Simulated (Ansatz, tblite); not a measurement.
Adding an electron: the cluster H2Au2⁺. Total charge 1; doublet. Geometry: PBE-D4/def2-TZVP. Ansatz, gas phase; energy differences of separate SCF runs; the reduced species is a singlet (the triplet lies 2.06 eV higher at PBE0-D4/def2-TZVP).

| atom | x (Å) | y (Å) | z (Å) |
| --- | --- | --- | --- |
| Au1 | -0.511 | -0.701 | -1.002 |
| Au2 | 0.410 | 0.740 | 1.027 |
| H3 | 0.314 | -0.441 | 2.028 |
| H4 | -0.214 | 0.402 | -2.053 |

In the def2 sets Au takes a core potential; there is no spin–orbit coupling. The xTB rows come from tblite. The structure comes from a short search, and lower isomers may exist.

(1) Estimate orbital energies and vertical electron affinities at: GFN1-xTB; GFN2-xTB; PBE-D4/def2-TZVP; r2SCAN-D4/def2-TZVP; PBE0-D4/def2-TZVP.

Results:

(1) 
```tsv
level	−HOMO (eV)	−LUMO (eV)	vertical EA (eV)	HOMO–LUMO gap (eV)
GFN1-xTB	–	–	14.02	–
GFN2-xTB	–	–	12.67	–
PBE-D4/def2-TZVP	11.92	11.34	8.39	0.57
r2SCAN-D4/def2-TZVP	12.18	11.19	8.37	0.99
PBE0-D4/def2-TZVP	12.90	10.40	8.38	2.50
```

  HOMO and LUMO are the levels of the spin that leaves or enters (xTB has no such levels and no spin-polarisation term). Other spin states of the ions may lie lower, which would lower the ionisation energy or raise the affinity. Raw xTB energy differences between charge states are shifted by several eV; the methods need an empirical correction for them.
